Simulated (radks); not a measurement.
Valence configurations of the tantalum ion Ta+ (all share [Xe]). Calculated with a radial shooting solver on a logarithmic mesh with Libxc functionals: non-relativistic Kohn-Sham, PBE, spin-polarised, spherical densities, point nucleus; open shells are filled with parallel spins first (spin-orbit coupling, left out, can overturn this in heavy ions); relativity is left out, which matters for an element this heavy. Energies are relative to 4f14 5d3 6s1; eigenvalues in eV for spin up.

| valence | E (eV) | moment (Bohr magnetons) | e(4f) | e(5d) | e(6p) | e(6s) |
|---|---|---|---|---|---|---|
| 4f14 5d3 6s1 | 0.000 | 4 | -39.092 | -12.238 | - | -10.940 |
| 4f14 5d2.5 6s1.5 | 1.598 | 3 | -40.821 | -13.221 | - | -11.346 |
| 4f14 5d2.5 6s1 6p0.5 | 2.856 | 4 | -41.324 | -13.756 | -7.646 | -11.852 |
| 4f14 5d3 6p1 | 4.042 | 4 | -40.209 | -13.163 | -7.474 | - |
| 4f14 5d2 6s1 6p1 | 6.110 | 4 | -43.598 | -15.261 | -8.351 | -12.739 |
| 4f13.5 5d3 6s1 6p0.5 | 17.371 | 5 | -46.183 | -14.602 | -7.734 | -12.038 |
| 4f13 5d3 6s1 6p1 | 37.686 | 6 | -53.545 | -17.059 | -8.531 | -13.120 |
| 4f13 5d2 6s1 6p2 | 47.127 | 6 | -58.386 | -20.243 | -9.885 | -14.852 |
| 4f13 5d1.5 6s1 6p2.5 | 52.536 | 6 | -60.835 | -21.796 | -10.519 | -15.671 |
| 4f12.5 5d2 6s1 6p2.5 | 72.321 | 7 | -66.124 | -22.836 | -10.617 | -15.872 |

NIST lists [Xe] 4f14 5d3 6s1 as the ground configuration; this level of theory agrees among the configurations tried. The energies are those of spherical high-spin densities, not of single terms. Relativity is left out, which favours d and f over s occupation in heavy atoms.
